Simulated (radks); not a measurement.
Initial-state core-level shifts of the nickel ion Ni3+ when its valence configuration changes from [Ar] 3d7. Calculated with a radial shooting solver on a logarithmic mesh with Libxc functionals: scalar-relativistic Kohn-Sham, r2SCAN, spin-unpolarised, spherical densities, finite nucleus; meta-GGA in the generalised Kohn-Sham scheme; Fermi nuclear charge, rms radius 3.7757 fm. Shifts are changes of the shell-averaged eigenvalues in eV (positive: less bound); the change of the density at the nucleus, which sets a Mossbauer isomer shift, is in e/bohr^3, on a base of 1.976e+04.

| valence | 1s | 2p | 3s | 3p | density at nucleus |
|---|---|---|---|---|---|
| 3d6 4p1 | -11.278 | -12.276 | -10.361 | -10.080 | +4.027 |
| 3d5 4s1 4p1 | -22.073 | -24.276 | -19.772 | -19.213 | +26.291 |
| 3d6 4s1 | -9.919 | -10.967 | -9.021 | -8.751 | +19.961 |
| 3d5 4s2 | -20.762 | -23.005 | -18.490 | -17.941 | +43.946 |
| 3d5.5 4s1.5 | -15.221 | -16.847 | -13.701 | -13.292 | +31.383 |
| 3d6.5 4s0.5 | -4.853 | -5.362 | -4.456 | -4.323 | +9.597 |
| 3d4.5 4s1.5 4p1 | -27.822 | -30.682 | -24.629 | -23.932 | +39.073 |
| 3d5 4p2 | -23.372 | -25.536 | -21.038 | -20.468 | +8.924 |
| 3d5 4s0.5 4p1.5 | -22.725 | -24.909 | -20.408 | -19.844 | +17.612 |
